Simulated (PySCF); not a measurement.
**State search for MgPb**

Unrestricted PBE0; PySCF, scalar-relativistic core potentials, basis sets Mg aug-cc-pVDZ, Pb aug-cc-pVDZ-PP with ECP60. Outer shells of the fragments: Mg 3s2; Pb 5d10 6s2 6p2.

Followed along the bond (rough minima from three points):

| 2Ms+1 | unpaired | ⟨S²⟩ at the start | R at minimum (Å) | Te (eV) |
| --- | --- | --- | --- | --- |
| 3 | π ↑↑ | 2.08 | 2.83 | 0.00 |
| 1 | π ↑↓ | 1.01 | 2.83 | 0.28 |
| 3 | σ ↑, π ↑ | 2.01 | 3.16 | 0.49 |
| 1 | σ ↓, π ↑ | 1.01 | 3.07 | 0.62 |
| 1 | none | 0.00 | 2.82 | 0.91 |

Solutions found at the starting distance of 2.750 Å, counted from the lowest of them; the search is not exhaustive and high or unbound solutions are not listed, so other states can lie among these:

| 2Ms+1 | unpaired | term | E (eV) | ⟨S²⟩ | ⟨Lz²⟩ | μ (D) |
| --- | --- | --- | --- | --- | --- | --- |
| 3 | π ↑↑ | ³Σ⁻ | 0.00 | 2.08 | 0.00 | -2.53 |
| 1 | π ↑↓ | mixed | 0.28 | 1.01 | 2.01 | -2.54 |
| 3 | σ ↑, π ↑ | ³Π | 0.68 | 2.01 | 1.00 | 0.62 |
| 1 | σ ↓, π ↑ | mixed | 0.78 | 1.01 | 1.00 | 0.47 |
| 1 | none | mixed | 0.91 | 0.00 | 2.00 | -2.41 |
| 3 | σ ↑↑, π ↑↓ | mixed | 1.93 | 3.01 | 2.01 | -1.52 |

A term symbol is given only where ⟨S²⟩ and ⟨Lz²⟩ are close to those of a pure state; real π, δ and φ orbitals otherwise mix terms. A positive dipole means Mg(−)Pb(+).

Spin–orbit coupling is left out, which matters for elements this heavy, above all for dissociation energies.
